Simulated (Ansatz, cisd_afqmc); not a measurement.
Species: CBr, charge 0, doublet. CBr (SMILES [C]Br, doublet).
B3LYP-D3(BJ)/def2-TZVP minimum from Ansatz (a quantum-chemistry and plane-wave program):
```xyz
2

C      0.0000     0.0000    -1.5630
Br     0.0000     0.0000     0.2679
```
Charge 0, spin multiplicity 2.

Total energies in cc-pVDZ, 11 correlated electrons, 15 frozen orbitals. Radicals and triplets start from unrestricted determinants; spin-orbit coupling is neglected. Correlated methods leave the cores frozen (noble-gas shells, and filled d and f shells in the p block). No relativity. AFQMC/CISD: phaseless, guided by CISD from CCSD amplitudes; bars are statistical, one sigma. Outlying blocks are dropped, and bars are widened where a walk drifts. Over all cases where full CI ran beside it in this data, AFQMC minus full CI had a median of +0.1 mEh and passed +0.4 mEh in a tenth of the cases. Spin-orbit terms, left out, reach several kcal/mol for Br and I, and more for heavier atoms. The determinant of CBr ([C]Br, doublet) is a saddle point of the SCF energy; a lower one exists, which strains HF and MP2.

| method | program | energy (Eh) | minus CCSDTQ (mEh) |
|---|---|---|---|
| HF | Ansatz | -2610.11132 | 237.94 |
| MP2 | Ansatz | -2610.31064 | 38.62 |
| CCSD | Ansatz | -2610.33911 | 10.16 |
| CCSD(T) | Ansatz | -2610.34750 | 1.77 |
| CCSDT(Q) | Ansatz | -2610.34940 | -0.13 |
| CCSDTQ | Ansatz | -2610.34927 | 0.00 |
| AFQMC/CISD | cisd_afqmc | -2610.3489 ± 0.0003 | 0.4 ± 0.3 |

Rough core times of Ansatz's runs on a shared machine: CCSD(T) under 20 s, CCSDT(Q) 30 s, CCSDTQ 10 min.
